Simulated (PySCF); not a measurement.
A calculated (UHF, PySCF 2.14, cc-pVDZ, the non-relativistic Hamiltonian (point nucleus)) atom or ion has these occupied shells.

```json
{"shell": "1s α", "electrons": "1", "orbital energy (eV)": "-7120.6", "rms radius, mean of both spins (bohr)": "0.0685"}
{"shell": "1s β", "electrons": "1", "orbital energy (eV)": "-7120.5", "rms radius, mean of both spins (bohr)": "0.0685"}
{"shell": "2s α", "electrons": "1", "orbital energy (eV)": "-878.94", "rms radius, mean of both spins (bohr)": "0.292"}
{"shell": "2s β", "electrons": "1", "orbital energy (eV)": "-875.42", "rms radius, mean of both spins (bohr)": "0.292"}
{"shell": "2p α", "electrons": "3", "orbital energy (eV)": "-755.85", "rms radius, mean of both spins (bohr)": "0.262"}
{"shell": "2p β", "electrons": "3", "orbital energy (eV)": "-752.46", "rms radius, mean of both spins (bohr)": "0.262"}
{"shell": "3s α", "electrons": "1", "orbital energy (eV)": "-126.67", "rms radius, mean of both spins (bohr)": "0.880"}
{"shell": "3s β", "electrons": "1", "orbital energy (eV)": "-116.79", "rms radius, mean of both spins (bohr)": "0.880"}
{"shell": "3p α", "electrons": "3", "orbital energy (eV)": "-88.777", "rms radius, mean of both spins (bohr)": "0.939"}
{"shell": "3p β", "electrons": "3", "orbital energy (eV)": "-77.127", "rms radius, mean of both spins (bohr)": "0.939"}
{"shell": "3d α", "electrons": "5", "orbital energy (eV)": "-26.998", "rms radius, mean of both spins (bohr)": "1.21"}
{"shell": "3d β", "electrons": "1", "orbital energy (eV)": "-21.355", "rms radius, mean of both spins (bohr)": "1.21"}
{"shell": "4s α", "electrons": "1", "orbital energy (eV)": "-15.245", "rms radius, mean of both spins (bohr)": "3.02"}
```

Problem. Name the element and its charge.

Solution. Fe⁺ (iron, charge +1), in [Ar] 3d6 4s1, high-spin 6D determinant.
